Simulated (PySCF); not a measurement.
All of these have the formula C4H13GeNSi. Method used: PySCF, TDDFT wB97X-D/def2-SVPD, vertical, gas phase, core orbitals frozen in the response. Geometries: PBE0-D3(BJ)/def2-SVP; one conformer of each isolated species. Triplets are in the Tamm–Dancoff approximation. Relativistic effects are left out although some hold elements past zinc.

A. `C=CCCN[SiH2][GeH3]`
B. `[SiH3][N]([GeH3])C1CCC1`
C. `[GeH3][NH][SiH2]C1CCC1`
D. `[SiH3][GeH2][N]1CCCC1`

Lowest singlet levels (six at most, fewer where fewer were computed) with oscillator strengths:

1. 5.47 eV (f 0.004); 6.19 eV (f 0.049); 6.40 eV (f 0.006); 6.53 eV (f 0.013); 6.97 eV (f 0.027); 7.13 eV (f 0.002); T1 5.22 eV
2. 5.94 eV (f 0.003); 6.47 eV (f 0.028); 6.78 eV (f 0.010); 7.03 eV (f 0.010); 7.22 eV (f 0.001); 7.25 eV (f 0.001); T1 5.67 eV
3. 5.85 eV (f 0.005); 6.48 eV (f 0.046); 6.74 eV (f 0.013); 6.88 eV (f 0.147); 7.13 eV (f 0.042); 7.33 eV (f 0.025); T1 4.47 eV
4. 6.17 eV (f 0.006); 6.83 eV (f 0.026); 7.41 eV (f 0.005); 7.53 eV (f 0.009); 7.69 eV (f 0.012); 7.78 eV (f 0.023); T1 5.85 eV

Task: Which spectrum belongs to which structure?

Result: 1 = D, 2 = B, 3 = A, 4 = C.
- A: S1 at 5.85 eV, HOMO→LUMO (72%), HOMO→LUMO+1 (11%); Löwdin shares by element: HOMO nitrogen 44%, carbon 16% or more, silicon 11% (atoms not listed hold the other 29%); LUMO carbon 19% or more, silicon 19%, germanium 15% (atoms not listed hold the other 47%); HOMO -8.61 and LUMO 1.61 eV.
- B: S1 at 5.94 eV, HOMO→LUMO+1 (87%); Löwdin shares by element: HOMO nitrogen 49%, carbon 16% or more, silicon 8% (atoms not listed hold the other 26%); LUMO germanium 44%, hydrogen 15% or more, silicon 12% (atoms not listed hold the other 28%); HOMO -8.46 and LUMO 1.79 eV.
- C: S1 at 6.17 eV, HOMO→LUMO (60%), HOMO→LUMO+1 (33%); Löwdin shares by element: HOMO nitrogen 52%, silicon 12%, germanium 9%, hydrogen 8% or more (atoms not listed hold the other 20%); LUMO germanium 40%, hydrogen 18% or more, silicon 13% (atoms not listed hold the other 29%); HOMO -8.94 and LUMO 1.78 eV.
- D: S1 at 5.47 eV, HOMO→LUMO (78%), HOMO→LUMO+2 (10%); Löwdin shares by element: HOMO nitrogen 56%, carbon 14% or more, germanium 8% (atoms not listed hold the other 22%); LUMO germanium 27%, silicon 18%, hydrogen 15% or more (atoms not listed hold the other 40%); HOMO -8.09 and LUMO 1.69 eV.
A and B have S1 within 0.10 eV of each other; their strongest listed levels stand at 6.88 eV (f 0.147) and 6.47 eV (f 0.028).
